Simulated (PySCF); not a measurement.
## Computed properties of Al(OH)2 (AlH2O2), SMILES [OH][Al+][OH], charge +1

Al(OH)2 (AlH2O2), SMILES [OH][Al+][OH], charge +1. Geometry optimised at B3LYP-D3(BJ)/def2-TZVP. The multiplicity is an assumed one; other spin states were not compared. The isomer is the one that the SMILES or the coordinates give; other isomers of the formula were not compared. One conformer was computed; it need not be the lowest. All values are computed for the isolated molecule unless a solvent is named; none is compared with measurement here.

**Structure.** The optimised structure has C2h symmetry. All 9 harmonic modes at B3LYP-D3(BJ)/def2-TZVP (PySCF) are real, so it is a minimum. With heavy atoms numbered as in [Al+:1]([OH:2])[OH:4], the shortest bond between them is Al1–O2 at 1.602 Å and the longest Al1–O4 at 1.602 Å.

**Vibrations.** The strongest infrared lines (harmonic, unscaled, degenerate partners summed) lie at 3908 cm⁻¹ (900 km/mol, H 94 %), 50 cm⁻¹ (352 km/mol, H 44 %, O 35 %, Al 21 %), 179 cm⁻¹ (221 km/mol, Al 48 %, O 47 %). The softest mode is at 50 cm⁻¹ and the zero-point energy is 15.5 kcal/mol.

**Electronic structure.** r2SCAN/def2-TZVPD (PySCF) places the frontier levels at -14.60 and -8.72 eV, a gap of 5.88 eV and a mean polarisability of 24.1 bohr³.

**Excitations.** TDDFT-CAM-B3LYP/def2-SVPD (PySCF) has S1 at 6.04 eV (205 nm, f = 0.000, dark); the most intense of the 10 singlets computed lies at 6.74 eV (f = 0.08). T1 (TDA) is at 5.67 eV. No vertical singlet excitation falls in the visible range (under 3.1 eV).

**NMR.** GIAO shifts at KT2/pcSseg-2 (PySCF) (non-relativistic, atoms alike by connectivity averaged): ¹H at 4.4 ppm against TMS.
